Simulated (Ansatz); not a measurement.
Coupled-cluster run, CH₆ClFSi₂, SMILES `F[SiH2]C[SiH2]Cl`.

```yaml
crystal:
  periodic: [false, false, false]
  atoms:
    - {symbol: F, position_ang: [-2.790409, -0.889636, 0.264569]}
    - {symbol: Si, position_ang: [-1.446065, -0.535567, -0.530686]}
    - {symbol: C, position_ang: [-0.153592, 0.021346, 0.680737]}
    - {symbol: Si, position_ang: [1.500193, 0.473533, -0.040408]}
    - {symbol: Cl, position_ang: [2.776852, 1.058731, 1.464110]}
    - {symbol: H, position_ang: [-1.770733, 0.539855, -1.499048]}
    - {symbol: H, position_ang: [-1.015554, -1.760982, -1.246767]}
    - {symbol: H, position_ang: [0.003174, -0.778389, 1.413552]}
    - {symbol: H, position_ang: [-0.537587, 0.892653, 1.223357]}
    - {symbol: H, position_ang: [1.378683, 1.608335, -0.986057]}
    - {symbol: H, position_ang: [2.120338, -0.686879, -0.722760]}
basis:
  gaussian: {orbitals: def2-SVP}
correlation: {method: ccsd_t}
```

```sh
$ ansatz run in.yaml --threads 4 --pin off --events-out ev --progress --plain
```

The program prints (abridged):

```
Functional definition: HF
1073 factors; integrals over basis functions are off by at most 1.2e-3 eV
mean field evaluation 1: about -32048.3791 eV, gradient 3.2e1 eV
mean field evaluation 2: about -32048.3810 eV, gradient 3.2e1 eV
mean field evaluation 4: about -32050.9679 eV, gradient 3.0e0 eV
mean field evaluation 8: about -32050.9995 eV, gradient 1.4e-4 eV
mean field -32050.99949177 eV, -1177.8525063749 hartree, gradient 1.2e-6 eV, S^2 0.000000; 0 other end points of the search recorded, 0 dependent functions left out
17 core orbitals not correlated: weight in the atoms' cores, before any rotation towards them, 1.000 or more for the frozen orbitals, at most 0.000 for the correlated occupied ones
reference -32050.99949177 eV, -1177.8525063749 hartree; 16, 16 occupied and 79, 79 virtual orbitals, 1073 factors
second order -17.80819438 eV of doubles, -0.00000000 eV of singles
cycle   1  -18.84727832 eV  change    -1.0e0 eV  update   9.3e-2
cycle   2  -19.31008082 eV  change   -4.6e-1 eV  update   2.7e-2
cycle   3  -19.40564601 eV  change   -9.6e-2 eV  update   1.3e-2
cycle   4  -19.40398365 eV  change    1.7e-3 eV  update   2.5e-3
cycle   5  -19.40270718 eV  change    1.3e-3 eV  update   8.8e-4
cycle   6  -19.40262937 eV  change    7.8e-5 eV  update   2.3e-4
cycle   7  -19.40257593 eV  change    5.3e-5 eV  update   7.6e-5
cycle   8  -19.40255548 eV  change    2.0e-5 eV  update   2.2e-5
perturbative correction -0.42612115 eV, -0.0156596633 hartree
Total energy: -32070.82816840 eV, -1178.5811968008 hartree
```

Run time 1.9 s (4 threads of a server CPU on a shared host); peak host memory 0.52 GiB.

MP2 recovers 89.8 % of the CCSD(T) correlation energy and the triples give 2.1 %; T1 = 0.0100.
